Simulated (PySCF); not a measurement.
# [Eu(H2O)2]3+ at several levels of theory

Computed with PySCF 2.14.0 (density fitting, no spin-orbit coupling) at the geometry relaxed with PBE:

```xyz
7
[Eu(H2O)2]3+ (singlet in the valence; each metal's 4f electrons, 6 of them, lie in its core potential, out of spins and levels)
Eu    1.1027    0.1124   -0.0046
O    -0.1682    0.0349    1.8583
H     0.0886    0.3114    2.7905
H    -1.1089   -0.2954    1.9803
O    -0.1718   -0.0706   -1.8570
H     0.0965   -0.4330   -2.7558
H    -1.1240    0.2094   -2.0117
```

```
level                                                 basis    state  HOMO (eV)  gap (eV)  charge on Eu1 (e)  population of f-type functions on Eu1 (polarisation alone where 4f lies in the core)  dipole about the centre of mass (D)  largest force component (eV/Å)
  PBE     Eu lcecp-1-SVP with ECP52, O def2-SVP, H def2-SVP  singlet     -24.60      5.13               2.13                                                                                  0.04                                 3.32                            0.02
 BP86                                              the same  singlet     -24.70      5.23               2.14                                                                                  0.04                                 3.29                            0.05
  PBE  Eu lcecp-1-TZVP with ECP52, O def2-TZVP, H def2-TZVP  singlet     -24.61      5.20               2.32                                                                                  0.05                                 3.30                            0.26
```

In the lcecp rows the 4f levels are missing from HOMO and gap, and the state counts the valence alone.

Charges are Mulliken's, which hang on the basis. The relaxation used the grid (50, 194), these runs (75, 302) or, all-electron (x2c bases, spin-free X2C Hamiltonian), (99, 590).

**Question.** A further run in the first row's basis gives HOMO (eV) -30.92, gap (eV) 15.93, charge on Eu1 (e) 2.46, population of f-type functions on Eu1 (polarisation alone where 4f lies in the core) 0.04, dipole about the centre of mass (D) 2.35, largest force component (eV/Å) 1.79. Which level was it?
A. r2SCAN
B. HF
C. wB97X

**Answer.** B. The others give HOMO -24.94 eV (r2SCAN); -28.84 eV (wB97X).

In the first row's basis the gap widens with exact exchange: 5.1 to 6.0 eV for PBE, BP86, r2SCAN (none); 12.8 to 15.9 eV for wB97X, Hartree–Fock (rising or full at long range).

An lcecp potential fixes the number of 4f electrons, so in runs with it no electron can move into or out of that shell.
